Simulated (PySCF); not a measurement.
From one molecule to another.

First species: C₆H₁₂N₂.
Structure used (GFN2-xTB), in Å, numbered top down from 1:
```
atom  x, y, z in Å
C1     3.484    0.558   -0.620
N2     2.410    0.142   -1.136
N3     1.203    0.503   -0.867
C4     0.308   -0.050   -0.163
C5     0.569   -1.229    0.732
C6    -1.082    0.528   -0.242
C7    -1.638    0.831    1.150
C8    -2.018   -0.416   -1.004
H9     4.408    0.255   -1.083
H10    3.536    1.205    0.254
H11    1.483   -1.734    0.423
H12   -0.257   -1.934    0.697
H13    0.692   -0.897    1.763
H14   -1.007    1.463   -0.806
H15   -1.773   -0.085    1.721
H16   -0.963    1.486    1.696
H17   -2.602    1.326    1.065
H18   -2.988    0.056   -1.144
H19   -1.603   -0.651   -1.981
H20   -2.167   -1.344   -0.457
```

Second species: C4HF6OP.
SMILES: `O=[PH](C(F)=C(F)F)C(F)=C(F)F`

Levels: PBE0/pcSseg-1 for dipole moment, HOMO energy, LUMO energy and HOMO–LUMO gap; GFN2-xTB for rotational constant A and rotational constant C. Geometries: GFN2-xTB. Each structure is a single optimised conformer of the isolated species, non-relativistic unless stated. Electronic properties by PySCF.

The conformers computed, where there is a choice (atom-mapped SMILES and torsion angles):
- `[CH2:1]=[N:2]/[N:3]=[C:4](\[CH3:5])[CH:6]([CH3:7])[CH3:8]`: C1–N2–N3–C4 -101°, N3–C4–C6–C7 -128°
- `[O:1]=[PH:2]([C:3]([F:4])=[C:5]([F:6])[F:7])[C:8]([F:9])=[C:10]([F:11])[F:12]`: O1–P2–C3–F4 116°, O1–P2–C8–F9 130°

```csv
property,column X,column Y
dipole moment,2.40 D,2.02 D
HOMO energy,-8.17 eV,-6.66 eV
LUMO energy,-1.33 eV,-0.09 eV
HOMO–LUMO gap,6.84 eV,6.57 eV
rotational constant A,1.402 GHz,4.064 GHz
rotational constant C,0.444 GHz,1.064 GHz
```

Which column belongs to which species?

Column X is the second species and column Y the first. The first has 20 atoms and 62 electrons, the second 13 and 102.

How does each property change from the first species to the second?

dipole moment +0.38 D; HOMO energy -1.51 eV; LUMO energy -1.24 eV; HOMO–LUMO gap +0.27 eV; rotational constant A -2.662 GHz; rotational constant C -0.620 GHz.

On the first: The dipole matches unit charges of opposite sign 0.42 Å apart (1 e·Å = 4.8032 D).

On the second: The dipole equals about 8.0 × 10⁻³⁰ C·m (1 D = 3.33564 × 10⁻³⁰ C·m). GFN2-xTB frequencies show an imaginary mode (23i cm⁻¹), so this geometry is no minimum at that level.
